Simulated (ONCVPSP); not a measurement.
## Eu (Z = 63): one change to an ONCV potential, before and after

* Element: Eu (Z = 63)
* Generator: ONCVPSP 4.0.1
* Type: optimised norm-conserving Vanderbilt (ONCV)
* Functional: PBE
* Relativity: scalar-relativistic
* Frozen core: [Kr] 4d10 4f6
* Valence charge: 11
* Reference configuration: 5s2 5p6 5d1 6s2
* Partial waves: 5s+6s: rc 2.40 bohr, ncon 4, nbas 7, qcut 5.8 1/bohr, 2 projectors; 5p: rc 2.35 bohr, ncon 4, nbas 8, qcut 6 1/bohr, 2 projectors, debl 1.1 Ha; 5d: rc 3.40 bohr, ncon 3, nbas 8, qcut 5.5 1/bohr, 2 projectors, debl 0.4 Ha
* Local potential: polynomial inside 2.00 bohr (lpopt 3, dvloc0 2 Ha)
* Core correction: polynomial model core, fcfact 0.3

Change: core correction polynomial model core, fcfact 0.64.

Cutoffs: the cutoffs (Ha) at which the residual kinetic energy of the hardest occupied pseudo-wave falls to 1 and 0.1 mHa per electron; they do not see the model core or the augmentation charge, which bear on the density cutoff. Errors are all-electron minus pseudo energies relative to the spin-unpolarised reference configuration.

Question: How do hardness, ghosts and transferability respond?

Answer: The potential gets neither clearly harder nor softer (9.8 Ha and 12 Ha → 9.8 Ha and 12 Ha); the errors of the 3 common tests hardly move; neither file shows a bound ghost. A model core, the more so a compact one, raises the density cutoff, which this test does not measure.

```csv
quantity,base,changed
"cutoff, loose",9.8 Ha,9.8 Ha
"cutoff, tight",12 Ha,12 Ha
bound ghosts,none,none
GHOST(+) flags under 300 eV,none,none
"tests counted as reliable (solved cleanly; for ONCVPSP, near-neutral configurations with less than one 5d electron left out)",3 of 4,3 of 4
"error for 5s2 5p6 5d1 6s1, meV [ΔE 6.55 eV]",-4.5,-4.6
"error for 5s2 5p6 5d1 6s0, meV [ΔE 18.48 eV]",-25,-26
"error for 5s2 5p6 5d1 6s1.5, meV [ΔE 2.64 eV]",-1.2,-1.2
s: phases at 2.44 bohr within 0.05 rad from the reference energy up to (Ha; the scan ends near 5),4.0,4.0
p: phases at 2.39 bohr within 0.05 rad from the reference energy up to (Ha; the scan ends near 5),to the end of the scan,to the end of the scan
d: phases at 3.45 bohr within 0.05 rad from the reference energy up to (Ha; the scan ends near 5),3.1,3.1
"rms error of d²Exc/dni dnj with the model core, mHa",0.91,1.38
```
